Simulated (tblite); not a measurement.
A geometry optimisation, step by step.

Species: C₆H₇S (doublet state).
Atom-mapped SMILES: `[CH2:1]=[C:2][S:3][CH2:4][C:5]#[C:6][CH3:7]` (hydrogens: H8, H9 on C1; H10, H11 on C4; H12, H13, H14 on C7)
Bond orders are those of one Lewis drawing.

Computed with GFN2-xTB (tblite), gas phase: L-BFGS steps from a force-field or distance-geometry start until the largest atomic force falls under 0.01 eV/Å. 9 of its 74 geometries are shown.

Step 0: E = -529.3670 eV, largest atomic force 2.636 eV/Å
```
atom  x, y, z in Å  |  force x, y, z in eV/Å
C1      3.336    0.540    0.117   -1.955   0.290  -1.316
C2      2.178    0.267   -0.519    1.338  -0.962   2.057
S3      1.492   -1.351   -0.225    0.680   0.092  -1.394
C4      0.265   -1.318    1.093   -0.885   0.538   0.940
C5     -0.878   -0.539    0.650   -2.061   1.462  -0.464
C6     -1.833    0.130    0.275    1.754  -1.026   0.884
C7     -2.982    0.928   -0.147   -0.077  -0.378  -0.081
H8      3.760   -0.206    0.751    0.442  -0.164   0.377
H9      3.857    1.478    0.030   -0.044  -0.027  -0.149
H10    -0.091   -2.358    1.297    0.627   0.629  -0.258
H11     0.720   -0.869    2.013   -0.338  -0.352  -0.595
H12    -2.625    1.892   -0.583   -0.440  -0.734   0.411
H13    -3.695    1.088    0.707    0.784   0.000  -0.774
H14    -3.502    0.318   -0.920    0.175   0.633   0.364
```

Step 9: E = -529.8741 eV, largest atomic force 0.364 eV/Å
```
atom  x, y, z in Å  |  force x, y, z in eV/Å
C1      3.320    0.517    0.152   -0.118  -0.211   0.020
C2      2.165    0.128   -0.327    0.304   0.063  -0.006
S3      1.431   -1.412   -0.334    0.149   0.117  -0.044
C4      0.245   -1.267    1.062   -0.270  -0.047   0.182
C5     -0.918   -0.498    0.717   -0.208   0.150  -0.259
C6     -1.837    0.150    0.297    0.106  -0.159  -0.025
C7     -2.983    0.903   -0.161    0.072   0.052   0.073
H8      3.911   -0.147    0.784    0.181   0.065  -0.087
H9      3.761    1.486   -0.027   -0.253   0.022   0.058
H10    -0.016   -2.308    1.244   -0.135  -0.126   0.115
H11     0.727   -0.853    1.946    0.252   0.042  -0.064
H12    -2.648    1.860   -0.565   -0.056  -0.043  -0.016
H13    -3.643    1.091    0.688   -0.086  -0.008  -0.112
H14    -3.516    0.348   -0.939    0.063   0.083   0.165
```

Step 18: E = -529.9408 eV, largest atomic force 0.169 eV/Å
```
atom  x, y, z in Å  |  force x, y, z in eV/Å
C1      3.348    0.496    0.178   -0.108  -0.083  -0.008
C2      2.212    0.040   -0.273    0.004   0.060   0.064
S3      1.422   -1.462   -0.359    0.133  -0.079   0.030
C4      0.230   -1.282    1.050   -0.080   0.051   0.035
C5     -0.922   -0.501    0.688   -0.064   0.126  -0.092
C6     -1.849    0.149    0.288    0.001  -0.005   0.004
C7     -2.992    0.918   -0.158    0.003  -0.002   0.013
H8      4.077   -0.101    0.729    0.008   0.022  -0.127
H9      3.620    1.533    0.033   -0.043  -0.054   0.064
H10    -0.069   -2.298    1.311    0.060  -0.056  -0.067
H11     0.791   -0.842    1.872   -0.023   0.084   0.048
H12    -2.663    1.875   -0.567    0.006  -0.064   0.008
H13    -3.673    1.109    0.672    0.053  -0.024   0.015
H14    -3.532    0.366   -0.928    0.048   0.025   0.014
```

Step 27: E = -529.9734 eV, largest atomic force 0.131 eV/Å
```
atom  x, y, z in Å  |  force x, y, z in eV/Å
C1      3.342    0.489    0.182   -0.031  -0.035  -0.025
C2      2.203   -0.022   -0.190    0.042   0.086   0.089
S3      1.486   -1.542   -0.301    0.034  -0.002  -0.094
C4      0.229   -1.276    1.037   -0.077  -0.005   0.041
C5     -0.899   -0.492    0.619   -0.106   0.036  -0.027
C6     -1.851    0.152    0.273    0.024   0.018  -0.048
C7     -2.996    0.926   -0.155    0.009  -0.008  -0.022
H8      4.183   -0.096    0.555    0.017   0.024  -0.054
H9      3.499    1.556    0.149    0.037   0.007  -0.019
H10    -0.084   -2.280    1.322   -0.016  -0.073   0.054
H11     0.762   -0.791    1.853    0.000  -0.012   0.083
H12    -2.666    1.883   -0.564   -0.014  -0.037   0.028
H13    -3.669    1.112    0.684    0.074  -0.020  -0.021
H14    -3.540    0.380   -0.927    0.008   0.021   0.014
```

Step 36: E = -529.9953 eV, largest atomic force 0.130 eV/Å
```
atom  x, y, z in Å  |  force x, y, z in eV/Å
C1      3.361    0.508    0.164    0.003   0.002  -0.017
C2      2.180    0.011   -0.074    0.123   0.002   0.042
S3      1.482   -1.506   -0.257    0.049  -0.037  -0.035
C4      0.195   -1.306    1.067   -0.052   0.027   0.008
C5     -0.922   -0.530    0.607   -0.098   0.028   0.038
C6     -1.822    0.151    0.202   -0.071  -0.016   0.042
C7     -2.980    0.930   -0.179    0.025  -0.010   0.002
H8      4.245   -0.093    0.383   -0.043   0.055  -0.054
H9      3.514    1.577    0.177    0.020  -0.017  -0.003
H10    -0.106   -2.313    1.356   -0.024  -0.053  -0.061
H11     0.691   -0.812    1.901    0.037   0.020   0.079
H12    -2.674    1.901   -0.571   -0.012  -0.071   0.003
H13    -3.608    1.085    0.701    0.003   0.012  -0.087
H14    -3.556    0.398   -0.940    0.040   0.060   0.043
```

Step 46: E = -530.0200 eV, largest atomic force 0.145 eV/Å
```
atom  x, y, z in Å  |  force x, y, z in eV/Å
C1      3.438    0.541    0.121   -0.054  -0.097   0.012
C2      2.269   -0.037    0.121    0.094   0.110  -0.007
S3      1.487   -1.472   -0.171   -0.002  -0.001  -0.047
C4      0.128   -1.340    1.120    0.026  -0.026  -0.015
C5     -0.986   -0.563    0.656    0.041   0.020  -0.032
C6     -1.867    0.119    0.206   -0.062  -0.044   0.072
C7     -2.987    0.934   -0.207    0.029   0.027   0.029
H8      4.388    0.013    0.039   -0.090   0.042   0.003
H9      3.517    1.611    0.251    0.026  -0.016  -0.013
H10    -0.157   -2.373    1.320   -0.022   0.029   0.022
H11     0.593   -0.886    1.996   -0.038  -0.030   0.024
H12    -2.621    1.888   -0.586   -0.021  -0.002  -0.067
H13    -3.629    1.130    0.653   -0.016  -0.020  -0.014
H14    -3.574    0.436   -0.980    0.090   0.009   0.031
```

Step 55: E = -530.0275 eV, largest atomic force 0.032 eV/Å
```
atom  x, y, z in Å  |  force x, y, z in eV/Å
C1      3.433    0.547    0.118   -0.009  -0.017  -0.011
C2      2.245    0.011    0.101    0.002   0.025   0.014
S3      1.478   -1.441   -0.182    0.006  -0.022   0.005
C4      0.134   -1.344    1.122    0.004   0.006  -0.002
C5     -0.977   -0.556    0.672   -0.016   0.010   0.018
C6     -1.878    0.119    0.256    0.013  -0.004  -0.021
C7     -2.983    0.931   -0.199    0.005   0.020  -0.002
H8      4.361   -0.020    0.070   -0.022   0.011  -0.008
H9      3.555    1.615    0.214   -0.005  -0.010   0.010
H10    -0.161   -2.380    1.297    0.020   0.010   0.004
H11     0.591   -0.915    2.014    0.012  -0.029  -0.008
H12    -2.608    1.873   -0.597    0.007   0.023  -0.010
H13    -3.652    1.143    0.635   -0.024  -0.006  -0.013
H14    -3.538    0.415   -0.982    0.006  -0.018   0.024
```

Step 64: E = -530.0285 eV, largest atomic force 0.024 eV/Å
```
atom  x, y, z in Å  |  force x, y, z in eV/Å
C1      3.426    0.549    0.115    0.008  -0.016  -0.002
C2      2.237    0.016    0.110    0.012   0.019  -0.009
S3      1.476   -1.438   -0.181   -0.013  -0.007  -0.002
C4      0.135   -1.347    1.125    0.001   0.005   0.010
C5     -0.976   -0.551    0.683   -0.003  -0.004   0.005
C6     -1.872    0.127    0.261    0.009  -0.001   0.000
C7     -2.979    0.934   -0.201    0.005   0.000   0.001
H8      4.350   -0.022    0.056   -0.015   0.015  -0.005
H9      3.555    1.616    0.218   -0.013  -0.008   0.009
H10    -0.159   -2.384    1.294   -0.010   0.014  -0.008
H11     0.600   -0.932    2.019   -0.009   0.000  -0.003
H12    -2.610    1.877   -0.604    0.012  -0.002  -0.001
H13    -3.657    1.147    0.625    0.007  -0.005   0.006
H14    -3.527    0.407   -0.981    0.010  -0.009  -0.001
```

Step 73: E = -530.0290 eV, largest atomic force 0.007 eV/Å
```
atom  x, y, z in Å  |  force x, y, z in eV/Å
C1      3.420    0.551    0.113   -0.002  -0.003  -0.003
C2      2.234    0.011    0.115   -0.002   0.006  -0.004
S3      1.467   -1.437   -0.185   -0.003  -0.006   0.001
C4      0.133   -1.350    1.131    0.002  -0.003   0.006
C5     -0.973   -0.546    0.695    0.001  -0.002   0.004
C6     -1.864    0.135    0.266    0.001  -0.006   0.000
C7     -2.971    0.935   -0.204    0.003   0.000  -0.001
H8      4.347   -0.012    0.026   -0.002   0.002   0.000
H9      3.542    1.616    0.236   -0.003   0.003   0.002
H10    -0.169   -2.385    1.293    0.005  -0.003  -0.002
H11     0.603   -0.943    2.026   -0.002   0.002  -0.001
H12    -2.604    1.877   -0.611    0.004   0.001   0.002
H13    -3.653    1.147    0.619    0.001   0.003  -0.004
H14    -3.512    0.399   -0.983   -0.004   0.005  -0.001
```

Question: Summarise the path.

Answer: The energy falls by 63.88 kJ/mol from step 0 to step 73; nine tenths of that is first reached at step 23. It falls at every step. The largest force goes from 2.636 to 0.007 eV/Å. Among the bonds C2–S3 changes most, from 1.782 to 1.666 Å; the atoms move by 0.342 Å rms after alignment.

Question: Follow the three bonds and two angles with the largest change from start to end.

Answer: 
```csv
step,E above end (kJ/mol),largest force (eV/Å),C2–S3 (Å),S3–C4 (Å),C1=C2 (Å),C1–C2–S3 (°),C2–S3–C4 (°)
0,63.88,2.636,1.782,1.801,1.349,115.9,111.5
3,34.08,1.745,1.716,1.879,1.338,121.2,108.5
6,21.80,0.617,1.718,1.869,1.300,126.0,104.7
10,13.44,0.394,1.700,1.842,1.309,131.1,101.7
13,11.20,0.200,1.698,1.859,1.302,132.7,101.4
16,9.29,0.199,1.702,1.850,1.303,136.0,100.7
19,8.18,0.150,1.697,1.861,1.304,137.3,99.5
22,6.89,0.286,1.693,1.879,1.301,137.7,97.4
25,5.73,0.115,1.688,1.858,1.302,137.9,96.7
29,5.07,0.120,1.682,1.864,1.302,138.4,95.7
32,4.30,0.176,1.684,1.868,1.300,137.6,95.9
35,3.44,0.125,1.682,1.858,1.303,137.3,96.5
38,2.77,0.156,1.675,1.863,1.303,139.4,96.5
41,2.27,0.135,1.674,1.872,1.302,140.3,96.8
44,1.26,0.156,1.667,1.871,1.302,141.4,97.9
48,0.63,0.115,1.661,1.879,1.301,143.5,99.1
51,0.34,0.051,1.664,1.876,1.302,142.4,99.3
54,0.18,0.046,1.665,1.875,1.303,141.6,99.5
57,0.11,0.037,1.668,1.875,1.303,140.8,99.6
60,0.09,0.018,1.667,1.875,1.303,140.6,99.6
63,0.06,0.028,1.666,1.875,1.303,140.7,99.4
67,0.03,0.023,1.667,1.874,1.303,140.7,99.4
70,0.01,0.028,1.666,1.875,1.302,141.0,99.4
73,0.00,0.007,1.666,1.875,1.303,141.2,99.3
```

The cost below is that of the whole relaxation. The run took 0.69 s on AMD EPYC, one thread, shared host with 64 logical CPUs at a one-minute load of 58.
